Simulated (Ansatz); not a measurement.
`[NH2][Ga]([OH])[Br]` → Br• + `[NH2][Ga][OH]`•  (homolysis of the Br–Ga bond)

Calculated with Ansatz (gas phase, PBE0-D4/def2-TZVP geometries, no zero-point term in ΔE). CCSD(T)/CBS is the MP2 limit (def2-TZVPP, def2-QZVPP) plus CCSD(T) − MP2 in def2-TZVPP, frozen cores. Functionals use def2-TZVPP. No spin–orbit coupling; open shells (•) take unrestricted orbitals. Spin–orbit coupling would lower the free atoms: clearly for Br. Bonds to Br, Ga are less sure, by a few kJ/mol each and by 10 to 20 or more in all where they break to atoms, as the def2 sets lack core-valence functions. Scalar relativity is left out up to krypton. One conformer a species, not always the lowest.

```json
{"species": "`[NH2][Ga]([OH])[Br]`", "ωB97X-V energy (Eh)": "-4630.50986"}
{"species": "Br•", "ωB97X-V energy (Eh)": "-2573.87374"}
{"species": "`[NH2][Ga][OH]`•", "ωB97X-V energy (Eh)": "-2056.48027"}
```

**Question.** Work out ΔE.

**Answer.** ΔE = (-2573.87374) + (-2056.48027) − (-4630.50986) = 0.15585 Eh = +97.8 kcal/mol. CCSD(T)/CBS gives +101.0 kcal/mol.

Largest T1 diagnostic among the species: 0.016.

In def2-TZVPP, CCSD(T) changes the Hartree–Fock value by +22.4 kcal/mol (the triples alone add +1.8 kcal/mol) and MP2 by +26.3 kcal/mol; breaking electron pairs costs correlation energy, which Hartree–Fock lacks. From PBE to PBE0 (25 % exact exchange), in def2-TZVPP and without D4, ΔE moves by +1.5 kcal/mol.
